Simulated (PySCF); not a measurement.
C9H7NSSe, SMILES c1c[se]c(Sc2ccncc2)c1 (GFN2-xTB optimised geometry):

```
19

C      0.209    -2.889     0.000
C     -1.148    -2.889     0.000
Se    -1.869    -1.181     0.000
C     -0.084    -0.574     0.052
S      0.353     1.128    -0.011
C     -0.391     1.770     1.463
C     -0.766     0.972     2.536
C     -1.329     1.593     3.640
N     -1.518     2.897     3.734
C     -1.144     3.650     2.713
C     -0.577     3.146     1.556
C      0.804    -1.606     0.024
H      0.794    -3.793    -0.003
H     -1.788    -3.753     0.000
H     -0.618    -0.098     2.525
H     -1.639     1.010     4.497
H     -1.311     4.713     2.829
H     -0.289     3.793     0.743
H      1.869    -1.450     0.034
```

Level of theory: PySCF with CAM-B3LYP/def2-SVP.

### Question
What are the frontier orbital energies and the dipole moment?

### Answer
HOMO-2 -8.63 eV, HOMO-1 -8.41 eV, HOMO -7.57 eV, LUMO -0.08 eV, LUMO+1 0.47 eV; dipole moment 2.57 D.

Meta-Löwdin charges at CAM-B3LYP/def2-SVP: C1 -0.13, C2 -0.24, Se3 0.30, C4 -0.23, S5 0.13, C6 -0.04, C7 -0.15, C8 0.03, N9 -0.26, C10 0.03, C11 -0.14, C12 -0.12, H13 0.12, H14 0.13, H15 0.12, H16 0.11, H17 0.11, H18 0.11, H19 0.12.
